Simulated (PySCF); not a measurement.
Molecule: SMILES [BH2-]([N+]#CC)N, C2H7BN2.

Molfile (atoms numbered from 1):
```
C2H7BN2
     RDKit          3D

 12 11  0  0  0  0  0  0  0  0999 V2000
    2.5347    0.3985    0.3038 C   0  0  0  0  0  0  0  0  0  0  0  0
    1.1282    0.0524    0.3313 C   0  0  0  0  0  0  0  0  0  0  0  0
    0.0100   -0.2227    0.3504 N   0  0  0  0  0  0  0  0  0  0  0  0
   -1.6893   -0.5925    0.3124 B   0  0  0  0  0  0  0  0  0  0  0  0
   -2.3331    0.0793   -0.8038 N   0  0  0  0  0  0  0  0  0  0  0  0
    2.6927    1.2718   -0.3453 H   0  0  0  0  0  0  0  0  0  0  0  0
    2.8813    0.6412    1.3185 H   0  0  0  0  0  0  0  0  0  0  0  0
    3.1233   -0.4457   -0.0830 H   0  0  0  0  0  0  0  0  0  0  0  0
   -1.6056   -1.8122    0.2274 H   0  0  0  0  0  0  0  0  0  0  0  0
   -1.9876   -0.1832    1.4282 H   0  0  0  0  0  0  0  0  0  0  0  0
   -2.2211   -0.2569   -1.7502 H   0  0  0  0  0  0  0  0  0  0  0  0
   -2.5325    1.0695   -0.7717 H   0  0  0  0  0  0  0  0  0  0  0  0
  1  2  1  0
  2  3  3  0
  3  4  1  0
  4  5  1  0
  1  6  1  0
  1  7  1  0
  1  8  1  0
  4  9  1  0
  4 10  1  0
  5 11  1  0
  5 12  1  0
M  CHG  2   3   1   4  -1
M  END
```

Spin–spin couplings on one PBE0-D3(BJ)/def2-SVP geometry, PySCF, gas phase, non-relativistic, equivalent pairs averaged (spin–dipole term only in couplings to heteroatoms); isotopes ¹³C, ¹H, ¹¹B, ¹⁵N; functional B3LYP.

How do the couplings (Hz) change with the basis set? Times are CPU seconds on shared hosts with different chips, so compare them loosely. Far from the basis limit: 6-31G*, pcJ-0, def2-TZVP, cc-pVTZ.

Results:


| basis set | functions | ¹J(C1,H6) | ¹J(B4,H9) | ¹J(C1,C2) | ¹J(N5,H11) | ¹J(B4,N5) | ¹J(C2,N3) | ¹J(N3,B4) | core-s |
| --- | --- | --- | --- | --- | --- | --- | --- | --- | --- |
| 6-31G* | 84 | 154.5 | 137.9 | 82.3 | -76.1 | -30.9 | -25.1 | 6.9 | 7.3 |
| pcJ-0 | 86 | 124.4 | 115.4 | 54.3 | -66.2 | -21.6 | -16.5 | 10.3 | 8.8 |
| def2-TZVP | 197 | 136.0 | 122.4 | 68.6 | -75.1 | -25.9 | -31.3 | 10.4 | 25 |
| pcJ-1 | 205 | 143.8 | 128.8 | 72.0 | -80.8 | -25.4 | -34.3 | 9.5 | 38 |
| cc-pVTZ | 248 | 126.3 | 125.3 | 53.0 | -68.5 | -25.3 | -57.2 | 10.7 | 33 |

The Fermi-contact term samples the wavefunction at the nucleus, which is why sets with added tight s functions (names with J) are made for couplings.
